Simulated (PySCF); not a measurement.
Cost of one run: geometry optimisation, WO2(OH)2 (`[O]=[W](=[O])([OH])[OH]`).

Method: PBE0-D3(BJ)/def2-SVP geometry optimisation, gas phase, def2 core potentials past Kr (PySCF 2.14.0). Work: geometry optimisation from a GFN2-xTB start shaken at random, density fitting. The input is one job of a driver script: a line of settings, then coordinates in Å.

Input:
```
{"job": {"xc": "PBE0", "basis": "def2-SVP", "d3": "d3bj", "grid": 1, "maxiter": 30, "shake": 0.03, "kind": "geom"}, "charge": 0, "multiplicity": 1}
W      0.395840     0.004030     0.269800
O      0.207300     0.363380     1.916070
O      1.888190     0.151200    -0.280120
O     -0.564750     1.369680    -0.669920
H     -1.010100     2.184570    -1.026870
O     -0.360430    -1.599460    -0.124470
H     -0.464190    -2.575420    -0.153050
```

Hardware: Arm Neoverse V2, one thread, shared host. PySCF's memory limit was set to 2320 MB.

Question: How large is the basis?

Answer: 98 functions.

Question: What wall time should be expected on this hardware?

Answer: About 91 s. The run took 22 energy-and-gradient evaluations and 177 SCF cycles, 4.1 s an evaluation on average.

Question: Estimate the peak memory.

Answer: About 0.38 GiB. Peak memory is the resident size of the whole Python process, interpreter and libraries included.

Question: At this speed, how long would 100 such jobs take on 16 cores, one job a core?

Answer: 100/16 gives 7 rounds of 91 s, about 11 min of wall time and 2.5 core-hours, if the jobs don't slow each other.

Times come from a shared host and carry two figures at best.

The run converged: final energy -368.81603 Eh after 21 steps; dipole 2.80 D.
